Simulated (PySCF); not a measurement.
```xyz
3
charge 0 multiplicity 5, angstrom
W     0.1940    0.0819    0.0000
Cl   -0.4930   -0.2079    2.1622
Cl   -0.4930   -0.2079   -2.1622
```

Level of theory: UB3LYP in PySCF with W def2-TZVP with ECP60, Cl def2-TZVP; scalar-relativistic core potentials, no spin–orbit coupling; density-fitted integrals.

This geometry of WCl₂ is a stationary point at this level.

(1) What is the point group?

(2) Is it a minimum?

(3) Give the ideal-gas entropy at 298.15 K and 1 bar by parts.

(4) What is the atomisation energy, with and without zero-point energy?

Results:

(1) C2v.

(2) Yes: all harmonic wavenumbers are real, though the softest, 60 cm⁻¹, leaves little margin.

(3) translation 177.9, rotation 105.1, vibration 27.3, spin 13.4; total 323.8 J/(mol K).

(4) 830 kJ/mol without, 825 kJ/mol with.

Only a few start shapes were tried, so a lower isomer may exist. Open d and f shells are described by one determinant, and the ground state may have another occupation or spin. With an element this heavy the missing spin–orbit coupling can shift these numbers.
